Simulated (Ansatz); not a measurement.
Relative stability

Two relaxed structures of CH₃AlSe, singlet (PBE0-D4/def2-TZVP; forces vanish, vibrations not checked).

A:

C1  (-0.640, -0.459, -0.097)
Al2  (0.557, 0.310, 1.246)
Se3  (0.838, -0.958, -0.954)
H4  (-1.611, -0.700, -0.523)
H5  (0.889, -0.581, 2.510)
H6  (0.899, 1.849, 1.110)
(Å)

B:

```
6
angstrom
C 0.1713 -0.2434 -1.3158
Al -0.0234 1.5518 -0.3840
Se 0.2084 -0.9670 0.3095
H 0.6303 0.9424 3.8633
H 0.2555 -0.9109 -2.1740
H 0.4730 0.9780 3.1336
```

Ansatz 0.2.0; basis: def2-TZVPP; cores frozen in the correlated methods. Filled d shells of the heavier atoms are correlated. The def2 sets are not built for correlating such inner shells, so the correlated values are less sure here. B3LYP uses VWN-RPA correlation.

Which structure is lower at CCSD(T), and by how much? (To be estimated.)

The calculation gives: A, by 1.019 eV (electronic energy, against the other). By their contacts, A is CH₃AlSe ([CH]1[AlH2][Se]1) and B is a complex of CHAlSe ([CH]1[Al][Se]1) + H₂.

All methods give the same order:

```
   method  E(B) − E(A) (eV)
   PBE-D4             0.954
r2SCAN-D4             1.186
  PBE0-D4             1.066
 B3LYP-D4             0.995
  wB97M-V             1.003
       HF             1.174
      MP2             1.057
     CCSD             1.050
  CCSD(T)             1.019
```

No T1 diagnostic of these runs exceeds 0.019. The restricted Hartree–Fock reference is unstable towards an unrestricted one at one or more of these structures.

Labels in which every atom is bracketed show which atoms are joined, not bond orders.

For scale, one of the runs: CCSD(T)/def2-TZVPP, 163 basis functions, launched by `ansatz run in.yaml --threads 2 --pin off --events-out ev --progress --plain --max-ram 4352MiB`. Time: 43 s of wall clock on 2 CPU threads of an Arm Neoverse V1; the host was shared. Peak host memory: 1.2 GiB.
